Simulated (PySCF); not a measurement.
Compound: C8H9N.
Structure used (GFN2-xTB), in Å, numbered top down from 1:
```
atom  x, y, z in Å
C1     3.3126   -0.6348    0.0835
C2     2.1552    0.0170   -0.0175
C3     0.8916   -0.6599   -0.1440
C4    -0.3336   -0.1027   -0.2415
C5    -0.5772    1.3254   -0.2503
C6    -1.7725    1.9105   -0.2148
C7    -1.5408   -1.0120   -0.3412
C8    -2.3001   -0.9760    0.8847
N9    -2.8928   -0.9466    1.8616
H10    3.3598   -1.7115    0.0738
H11    4.2501   -0.1162    0.1834
H12    2.1544    1.0970    0.0025
H13    0.9642   -1.7416   -0.1496
H14    0.3020    1.9523   -0.2930
H15   -1.8634    2.9830   -0.2268
H16   -2.6980    1.3643   -0.1486
H17   -1.2291   -2.0446   -0.5178
H18   -2.1913   -0.6974   -1.1629
```

Computed at PBE0/pcSseg-1 (PySCF, non-relativistic), with Q(14N) = 0.02044 b: N9, 14N (I = 1): χzz = -4.616 MHz, η = 0.012.

Find the zero-field quadrupole resonance frequencies of 14N at N9.

From ν± = (3/4)|χ|(1 ± η/3) and ν0 = |χ|η/2: ν+ 3.476 MHz, ν− 3.448 MHz, ν0 0.027 MHz (nitrile nitrogen).

In a crystal, neighbours and librations shift these lines. Geometry: GFN2-xTB, one conformer, isolated molecule. GFN2-xTB bond lengths can be off by several hundredths of an ångström, more for odd bonds, and the gradients follow them. A larger basis could move these couplings by a tenth or more.
